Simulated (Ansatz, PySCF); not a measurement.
Potential energy surface of CH3 (cation, charge +1), singlet: umbrella (inversion) coordinate, bond length relaxed. Scanned: angle between the C-H bonds and the threefold axis (90 = planar). Other coordinates (C-H bond length) were minimised at B3LYP/def2-TZVP. Each profile is relative to its own lowest point.

```json
[
 {"a / °": "90", "A": "0.000", "B": "0.000", "C": "0.000"},
 {"a / °": "92.86", "A": "0.027", "B": "0.029", "C": "0.028"},
 {"a / °": "96.69", "A": "0.149", "B": "0.161", "C": "0.154"},
 {"a / °": "99.42", "A": "0.295", "B": "0.319", "C": "0.305"},
 {"a / °": "101.33", "A": "0.427", "B": "0.461", "C": "0.442"},
 {"a / °": "105.52", "A": "0.801", "B": "0.867", "C": "0.834"},
 {"a / °": "108.22", "A": "1.104", "B": "1.197", "C": "1.154"},
 {"a / °": "111.57", "A": "1.548", "B": "1.682", "C": "1.628"},
 {"a / °": "113.89", "A": "1.900", "B": "2.067", "C": "2.009"},
 {"a / °": "116.76", "A": "2.388", "B": "2.602", "C": "2.543"},
 {"a / °": "120.69", "A": "3.149", "B": "3.442", "C": "3.395"},
 {"a / °": "122.89", "A": "3.624", "B": "3.969", "C": "3.939"},
 {"a / °": "125.70", "A": "4.283", "B": "4.704", "C": "4.710"},
 {"a / °": "128.46", "A": "4.990", "B": "5.497", "C": "5.560"},
 {"a / °": "132", "A": "5.983", "B": "6.628", "C": "6.802"}
]
```

Energies in eV.

Assign the columns to these levels of theory: CCSDT on RHF/cc-pVDZ, frozen core in Ansatz (an electronic-structure program); restricted Hartree-Fock/STO-3G (PySCF 2.14.0); RHF/cc-pVDZ run with Ansatz.

A is CCSDT/cc-pVDZ; B is RHF/cc-pVDZ; C is RHF/STO-3G.
